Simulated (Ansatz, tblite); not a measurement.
Removing an electron: SeMe2 (C2H6Se). Total charge 0; singlet. Geometry: PBE0-D4/def2-TZVP. Ansatz, gas phase; energy differences of separate SCF runs; the oxidised species was run as a doublet alone.

Cartesian coordinates in Å:
```
Se 0.521 -1.127 -0.368
C 1.332 0.550 0.174
H 1.047 0.796 1.196
H 1.035 1.350 -0.505
H 2.411 0.415 0.122
C -1.326 -0.562 -0.178
H -1.539 0.268 -0.850
H -1.530 -0.277 0.854
H -1.951 -1.414 -0.446
```

The xTB rows come from tblite.

```csv
level,−HOMO (eV),vertical IE (eV),−LUMO (eV),HOMO–LUMO gap (eV)
GFN1-xTB,10.16,14.28,5.53,4.63
GFN2-xTB,9.72,12.93,5.49,4.23
r2SCAN-D4/def2-TZVP,5.08,8.22,0.11,4.97
```

(1) Estimate the rows for PBE-D4/def2-TZVP, PBE0-D4/def2-TZVP.

Answers

(1) 
```json
{"level": "PBE-D4/def2-TZVP", "−HOMO (eV)": "4.84", "vertical IE (eV)": "8.21", "−LUMO (eV)": "0.43", "HOMO–LUMO gap (eV)": "4.41"}
{"level": "PBE0-D4/def2-TZVP", "−HOMO (eV)": "6.00", "vertical IE (eV)": "8.27", "−LUMO (eV)": "-0.47", "HOMO–LUMO gap (eV)": "6.46"}
```

 Raw xTB energy differences between charge states are shifted by several eV; the methods need an empirical correction for them.
